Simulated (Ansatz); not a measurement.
Complex: hydrogen isocyanide (SMILES [C-]#[NH+]) (first 3 atoms) with hydrogen isocyanide (SMILES [C-]#[NH+]); geometry from B3LYP-D3(BJ)/def2-TZVP.
(charge 0, multiplicity 1):
```xyz
6

C     -0.21659     0.39364    -1.13054
N     -0.11584     0.33019     0.02628
H     -0.02788     0.27470     1.03612
C      0.14903     0.16358     3.07874
N      0.24920     0.10132     4.23131
H      0.33563     0.04764     5.22473
```

Counterpoise-corrected where a basis set is named; no monomer relaxation.

Cores are frozen in the correlated methods.

Programs: Ansatz (a quantum-chemistry and plane-wave program). Each number belongs to the level named beside it.

Q: Give the interaction energy at the level BHLYP/def2-TZVPPD.

A: -6.9 kcal/mol

Q: What interaction energy does MP2/aug-cc-pVTZ give?

A: -8.0 kcal/mol

Q: What interaction energy does PBE/def2-TZVPPD give?

A: -7.7 kcal/mol
